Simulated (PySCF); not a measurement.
C₃HF₄, SMILES FC(/[C]=C/F)(F)F, multiplicity 2.

The structure is a stationary point at B3LYP-D3(BJ)/def2-SVP. The isomer is the one that the SMILES or the coordinates give; other isomers of the formula were not compared.

Method: PySCF with TDA-PBE0/def2-SVPD.

Vertical excitations. The molecule is in vacuum.

Computed lowest excited states:
```tsv
state	energy (eV)	λ (nm)	f	main pairs
root 1	2.39	520	0.002	β HOMO→LUMO 98 %
root 2	4.56	272	0.000	α HOMO−1→LUMO 47 %, β HOMO→LUMO+1 50 %
root 3	5.72	217	0.001	α HOMO→LUMO 98 %
root 4	5.89	210	0.000	β HOMO−1→LUMO 97 %
root 5	6.92	179	0.009	β HOMO−3→LUMO 91 %
root 6	6.97	178	0.001	β HOMO−2→LUMO 99 %
root 7	7.57	164	0.020	β HOMO−5→LUMO 95 %
root 8	7.57	164	0.000	β HOMO−4→LUMO 99 %
root 9	8.07	154	0.244	α HOMO−1→LUMO 35 %, α HOMO→LUMO+1 10 %, α HOMO→LUMO+2 5 %, β HOMO→LUMO+1 32 %
root 10	8.25	150	0.008	β HOMO→LUMO+2 89 %
```
Unrestricted roots are not spin-pure.
